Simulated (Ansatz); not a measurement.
Geometry optimisation, Ansatz, RKS B3LYP/def2-SVP.

input.yaml

```yaml
crystal:
  periodic: [false, false, false]
  atoms:
    - { symbol: Ge, position_ang: [0.148355, -0.129658, 0.488881] }
    - { symbol: H, position_ang: [0.33786, 0.262121, 1.951146] }
    - { symbol: O, position_ang: [1.898413, -0.251143, 0.404099] }
    - { symbol: H, position_ang: [2.294966, -0.548186, -0.428439] }
    - { symbol: Cl, position_ang: [-0.741821, 1.38119, -0.797642] }
    - { symbol: O, position_ang: [-0.62011, -1.665402, 0.062997] }
    - { symbol: H, position_ang: [-1.440763, -1.543821, -0.431942] }
basis:
  gaussian: { orbitals: def2-SVP }
hamiltonian:
  xc: b3lyp
relax:
  f_tol: 0.03
  max_steps: 50
output:
  orbitals: {}
```

Run as:

```bash
$ ansatz run input.yaml --threads 2 --pin off --max-ram 3072MiB --backend cpu --events-out ev --progress --plain --runs-dir out
```

Where does it end, and by what steps?

The forces met the threshold. After 7 steps the energy has fallen by 0.272 eV; H2 moved furthest, 0.30 Å.

```tsv
step	energy less start (eV)	largest force component (eV/Å)	accepted
0	0.0000	1.054	yes
1	-0.2235	0.374	yes
2	-0.2239	0.465	yes
3	-0.2680	0.126	yes
4	-0.2701	0.072	yes
5	-0.2714	0.067	yes
6	-0.2717	0.039	yes
7	-0.2718	0.007	yes
```

```xyz
7
Properties=species:S:1:pos:R:3
Ge 0.221 -0.107 0.566
H 0.046 0.289 2.029
O 1.957 -0.247 0.286
H 2.173 -0.650 -0.568
Cl -0.667 1.395 -0.744
O -0.551 -1.645 0.139
H -1.303 -1.530 -0.459
```

Whether the end is a true minimum wasn't checked by a vibrational analysis.

Time of the run: 15 s on 2 threads of Arm Neoverse V2, with other jobs on the host, peak memory 0.2 GiB.
